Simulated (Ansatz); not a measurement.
Input file for Ansatz (an electronic-structure program): U-CCSD(T)/def2-TZVPP on FHMgSe (SMILES [F][Mg][SeH]), a point of a bond scan (R = 1.991 Å). The run froze 20 orbitals, filled d shells among them.

Ansatz 0.2 input:
```yaml
crystal:
  periodic: [false, false, false]
  atoms:
    - {symbol: Mg, position_ang: [0.53471100, -1.04785740, 0.34360513]}
    - {symbol: F, position_ang: [1.29905719, -2.54739150, 0.84087691]}
    - {symbol: Se, position_ang: [-0.50665601, 1.00609324, -0.37394579]}
    - {symbol: H, position_ang: [-1.01302266, 1.39428434, 1.51193501]}
basis:
  gaussian:
    orbitals: def2-TZVPP
correlation: {method: ccsd_t, electrons: outside_noble_gas}
scf: {omitted_lower_state_checks: [cluster_reference]}
magnetization: {spin_polarized: true, initial_magnetization: 0}
```

The log:

```
WARN ansatz: RAYON_NUM_THREADS=1 ignored (pool sized by the plan → 1); use --threads N
Functional definition: HF
these checks for a lower state are left out or cut short: cluster_reference
integrals: 0.33 GiB planned
884 factors; integrals over basis functions are off by at most 1.2e-3 eV
mean field: 0.51 GiB planned
mean field evaluation 1: about -73456.5279 eV, gradient 2.5e1 eV
mean field evaluation 2: about -73456.5287 eV, gradient 2.5e1 eV
mean field evaluation 4: about -73459.2181 eV, gradient 1.5e0 eV
mean field evaluation 8: about -73459.2700 eV, gradient 1.3e-3 eV
mean field evaluation 16: about -73459.3144 eV, gradient 1.8e-4 eV
mean field evaluation 32: about -73459.3019 eV, gradient 4.7e-1 eV
mean field -73459.31440137 eV, -2699.5800117388 hartree, gradient 2.5e-6 eV, S^2 0.226072; 5 other end points of the search recorded, 0 dependent functions left out
20 core orbitals not correlated
reference -73459.31440137 eV, -2699.5800117388 hartree; 8, 8 occupied and 97, 97 virtual orbitals, 884 factors
second order -11.92691874 eV of doubles, -0.00000000 eV of singles
coupled cluster: 0.67 GiB planned
cycle   1  -12.12528696 eV  change   -2.0e-1 eV  update   9.9e-2
cycle   2  -12.45294196 eV  change   -3.3e-1 eV  update   5.1e-2
cycle   3  -12.65756041 eV  change   -2.0e-1 eV  update   4.0e-2
cycle   4  -12.71302274 eV  change   -5.5e-2 eV  update   2.5e-2
cycle   5  -12.73825891 eV  change   -2.5e-2 eV  update   1.2e-2
cycle   6  -12.74759658 eV  change   -9.3e-3 eV  update   4.1e-3
cycle   7  -12.74844751 eV  change   -8.5e-4 eV  update   1.4e-3
cycle   8  -12.74848978 eV  change   -4.2e-5 eV  update   4.6e-4
cycle   9  -12.74856818 eV  change   -7.8e-5 eV  update   2.1e-4
cycle  10  -12.74852725 eV  change    4.1e-5 eV  update   9.7e-5
cycle  11  -12.74850689 eV  change    2.0e-5 eV  update   5.7e-5
cycle  12  -12.74854157 eV  change   -3.5e-5 eV  update   3.4e-5
cycle  13  -12.74854110 eV  change    4.8e-7 eV  update   1.5e-5
coupled cluster: 0.68 GiB planned
perturbative correction -0.45372486 eV, -0.0166740810 hartree
Total energy: -73472.51666733 eV, -2700.0651860639 hartree
Checks for a lower state left out: cluster_reference
```

The run converged. Its determinant has ⟨S²⟩ = 0.23, a mixture of spin states.

Cost: very roughly 20 core-seconds.
